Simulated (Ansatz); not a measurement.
Calculated with Ansatz (gas phase, PBE0-D4/def2-TZVP geometries, no zero-point term in ΔE). CBS: MP2 limit from def2 TZ/QZ plus the TZ coupled-cluster correction, frozen cores. Functionals use def2-TZVPP. B3LYP here is the variant with VWN-RPA as its local correlation; programs differ in this. Each species was taken in one conformer, which may not be the lowest.

Reaction (ligand exchange at the Si–C bond): `O[SiH2]/C=C/[SiH3]` + `CN[SiH2]Cl` → `CN([SiH2]O)[SiH2]Cl` + `C=C[SiH3]`

```csv
level,ΔE (kcal/mol),difference from CCSD(T)/CBS
r2SCAN-D4,-14.3,0.9
ωB97X-V,-14.7,0.5
B2PLYP,-14.1,1.1
PBE0,-12.6,2.6
B3LYP,-12.6,2.6
HF/def2-TZVPP,-14.3,0.9
SCS-MP2/def2-TZVPP,-15.5,-0.3
HF/def2-QZVPP,-14.4,0.8
SCS-MP2/def2-QZVPP,-15.5,-0.3
CCSD/CBS(def2),-15.0,0.2
CCSD(T)/CBS,-15.2,0
```

Largest T1 diagnostic among the species: 0.012.

From PBE to PBE0 (25 % exact exchange), in def2-TZVPP and without D4, ΔE moves by −0.9 kcal/mol. The D4 term adds −2.2 kcal/mol with B3LYP and −1.2 kcal/mol with PBE0; it sums over pairs of atoms, weighted by their polarisabilities, and B3LYP, whose exchange is more repulsive, gets the larger term. In def2-TZVPP, CCSD(T) changes the Hartree–Fock value by −1.0 kcal/mol (the triples alone add −0.2 kcal/mol) and MP2 by −1.5 kcal/mol.
